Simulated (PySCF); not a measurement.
Molecule: SMILES CC(C)=C(C)C=O, C₆H₁₀O.

Geometry (Å), atoms numbered from 1 in this order:
```xyz
17

C    -1.6028    1.0288    0.4089
C    -0.6050   -0.0028    0.0094
C    -1.1402   -1.3284   -0.4306
C     0.7308    0.2162    0.0445
C     1.7065   -0.8624   -0.3355
C     1.2946    1.4927    0.4564
O     0.6915    2.4990    0.7558
H    -1.6290    1.8291   -0.3309
H    -1.3184    1.4992    1.3484
H    -2.5975    0.5997    0.5004
H    -2.2111   -1.2822   -0.6082
H    -0.9519   -2.0790    0.3383
H    -0.6475   -1.6669   -1.3405
H     1.5393   -1.7620    0.2557
H     1.6005   -1.1308   -1.3868
H     2.7288   -0.5302   -0.1731
H     2.4045    1.4922    0.4778
```

Frames of a GFN2-xTB Langevin trajectory at 600 K; GIAO PBE0/pcSseg-1 shieldings in PySCF 2.14, gas phase, non-relativistic; equivalent atoms averaged within each frame.

Shifts are taken against calculated references (same method and geometry level): TMS for 13C (186.93 ppm), 1H (31.72 ppm); H2O for 17O (336.08 ppm). The references are static minima.

Q: How do the shifts (ppm) fluctuate along the trajectory?

A: 
```csv
time (fs),C6,C2,C4,C3,C1,C5,O7,H17,H8/H9/H10,H11/H12/H13
250,191.6,165.3,129.4,31.6,28.2,20.3,655.4,9.16,3.21,2.43
425,192.7,183.1,153.1,36.0,18.2,25.7,672.5,9.74,1.95,2.78
625,189.5,121.1,145.3,22.0,25.9,12.5,570.7,11.16,1.31,1.31
800,187.9,146.0,142.1,30.6,26.5,39.8,674.7,10.14,3.93,1.69
1000,198.2,172.0,142.8,32.8,34.4,19.0,646.6,11.83,4.16,2.77
mean of frames,192.0,157.5,142.5,30.6,26.6,23.5,644.0,10.41,2.91,2.20
standard deviation,3.9,24.4,8.5,5.2,5.8,10.2,42.6,1.08,1.24,0.66
```

5 frames give an uncertainty of the mean of about the standard deviation over 2.2 at best, since frames this close in time may not be independent; classical motion lacks zero-point vibration, and the reference would need the same averaging.
